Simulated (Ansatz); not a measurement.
The cluster Sn₂H₄⁺, relaxed as a doublet with UKS B3LYP-D4/def2-TZVP in Ansatz, starting from the GFN2-xTB geometry. Force threshold 0.02 eV/Å.

In the def2 sets Sn takes a core potential; there is no spin–orbit coupling. The relaxation made no stability test and no search for a lower SCF solution. The structure comes from a short search, and lower isomers may exist.

Start:

```xyz
6

Sn   -0.847   -0.211   -1.411
Sn    0.539   -0.058    1.276
H    -1.201    0.018   -3.236
H     1.793    0.530    2.608
H     0.388   -1.907    1.894
H    -0.673    1.627   -1.131
```

Question: Estimate the energy that the relaxation releases and the steps that it takes.

Answer: 45.7 kcal/mol, in 14 steps; 21 s on 4 threads of Arm Neoverse V2 on a shared host. No frequencies were taken in this run, so the end may be a saddle point.

Question: Does the start keep its bonding?

Answer: By distances, no bond broke or formed. The bond that changes most is Sn1–Sn2, from 3.03 to 2.73 Å (atoms count from 1).

Question: Predict the relaxed structure.

Answer: 
Cartesian coordinates in Å:
```
Sn -0.702 0.448 -1.079
Sn 0.702 -0.448 1.079
H -1.103 -0.649 -2.312
H 1.085 0.651 2.314
H 0.626 -2.096 1.482
H -0.607 2.095 -1.484
```
Bond lengths (bridged metal pairs left out): 1 × Sn–Sn 2.73 Å; 4 × H–Sn 1.70 Å.
